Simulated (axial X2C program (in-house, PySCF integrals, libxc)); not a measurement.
# Ionising MoP

Calculated with an in-house all-electron X2C program for linear molecules (integrals from PySCF), spin-free (one-electron X2C) or two-component (2c: spin–orbit coupling with atomic mean-field Coulomb and Gaunt terms, which also bring small scalar terms), in Dyall basis sets with cores contracted in-house; open shells are unrestricted.

Basis sets: Mo dyall-cv3z, P dyall-v3z. Frozen shells (counts by l): MoP Mo 4s3p1d, P 2s1p, 11 electrons correlated; MoP⁺ Mo 4s3p1d, P 2s1p, 10 electrons correlated. Coupled cluster in natural virtuals with an MP2 remainder. Where the outer core of a metal is frozen, bonds come out longer and ionisation energies lower.

```
Hamiltonian    level         MoP state  Re (Å)  ωe (cm⁻¹)  De (eV)
  spin-free     BLYP  M_S = 3/2, Λ = 0   2.121      512.8     3.88
  spin-free     PBE0  M_S = 3/2, Λ = 0   2.129      433.7     2.89
  spin-free     CCSD  M_S = 3/2, Λ = 0   2.165      394.6     2.22
  spin-free  CCSD(T)  M_S = 3/2, Λ = 0   2.140      433.0     2.50
         2c     BLYP           Ω = 3/2   2.122      512.2     3.87
         2c     PBE0           Ω = 3/2   2.129      433.1     2.89
```

Adiabatic ionisation energy (minimum to minimum, no zero-point term) and constants of MoP⁺:

```tsv
Hamiltonian	level	MoP⁺ state	IE (eV)	Re (Å)	ωe (cm⁻¹)	De (eV)	fragments
spin-free	BLYP	M_S = 1, Λ = 0	7.43	2.094	535.1	3.72	Mo+ + P
spin-free	PBE0	M_S = 1, Λ = 0	7.53	2.087	465.1	2.56	Mo+ + P
spin-free	CCSD	M_S = 1, Λ = 0	7.32	2.120	424.2	1.76	Mo+ + P
spin-free	CCSD(T)	M_S = 1, Λ = 0	7.35	2.100	463.3	2.05	Mo+ + P
2c	BLYP	Ω = 1	7.43	2.095	534.5	3.71	Mo+ + P
2c	PBE0	Ω = 1	7.52	2.087	464.6	2.55	Mo+ + P
```

Task: Add the zero-point terms to the ionisation energy at PBE0, 2c, and say whether the electron removed was bonding.

Result: IE0 = IE + (ωe⁺ − ωe)/2 = 7.52 + (0.002) = 7.52 eV. Re changes by -0.042 Å, so the bond shortens, as on loss of an antibonding or a polarising non-bonding electron.

Task: Close the cycle De(MoP⁺) + IE(MoP) = De(MoP) + IE(Mo) to find the atomic ionisation energy at PBE0, 2c.

Result: IE(Mo) = 2.55 + 7.52 − 2.89 = 7.18 eV, for the determinants used.

Each entry is the lowest single determinant of a limited PBE0 search at one distance. De goes to single-determinant-based atoms at the same level (for ions the charge split of lowest energy) and is withheld (n/a) where an atom does not fit its ground term or J level. Main or longest-lived isotopes. One determinant is a doubtful description, or other states lie close, for MoP, MoP⁺; these need not be ground states, and all values refer to the states named. Some open-shell Ω = 0 determinants are out of reach, so the Ω given for MoP⁺ need not be the lowest component. With several unpaired electrons the Ω given is that of one determinant, not necessarily of the lowest component.
